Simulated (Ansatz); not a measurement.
C3H4OTe (`[TeH]C1=CCO1`), relaxed with RKS PBE-D4/def2-SVP in Ansatz 0.2.0 from a rough embedded geometry. The force threshold is 0.03 eV/Å; the program also tests the step.

Total charge 0; spin multiplicity 1. Te: def2 effective core potential.

Start:

```xyz
9

Te   -0.439   -0.036    2.672
C    -0.282   -0.168    0.618
C    -0.043    0.748   -0.330
C    -0.129   -0.209   -1.306
O    -0.417   -1.219   -0.333
H     1.285   -0.385    2.873
H     0.182    1.860   -0.383
H    -1.006   -0.101   -1.967
H     0.849   -0.490   -1.844
```

(1) How much energy does the relaxation release, and in how many steps? (An estimate is asked.)

(2) Which bonds change most? (Estimate.)

(3) Give the relaxed structure. (Estimate.)

## Answers

(1) Computed: 0.66 eV, in 12 steps, 2 of them rejected.

(2) The calculation gave: C3–C4 from 1.369 to 1.509 Å; Te1–H6 from 1.771 to 1.684 Å; Te1–C2 from 2.064 to 2.117 Å; C3–H7 from 1.136 to 1.093 Å.

(3) The calculation gave: 
```xyz
9

Te   -0.277    0.138    2.722
C    -0.119    0.072    0.612
C    -0.068    0.959   -0.417
C    -0.114   -0.253   -1.315
O    -0.165   -1.111   -0.116
H     0.982   -0.967    2.898
H     0.002    2.043   -0.543
H    -1.033   -0.408   -1.921
H     0.792   -0.474   -1.919
```
